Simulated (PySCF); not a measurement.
CH5ClO2Si, SMILES C[Si](O)(O)Cl.

Geometry optimised at B3LYP-D3(BJ)/def2-SVP. One conformer was computed; it need not be the lowest.

All values below come from CAM-B3LYP/def2-TZVP in PySCF.

Gas-phase values at a fixed geometry.

Computed frontier levels, gap, dipole moment and polarisability:
highest occupied level: -10.38 eV
lowest empty level: 1.37 eV
orbital gap: 11.75 eV
dipole moment: 0.97 D
quadrupole, principal values (traceless, Buckingham form, about the centre of nuclear charge): -8.16, 1.25, 6.92 D·Å
mean static polarisability: 52.8 bohr³ (7.82 Å³)
polarisability, principal values: 48.2, 51.5, 58.7 bohr³
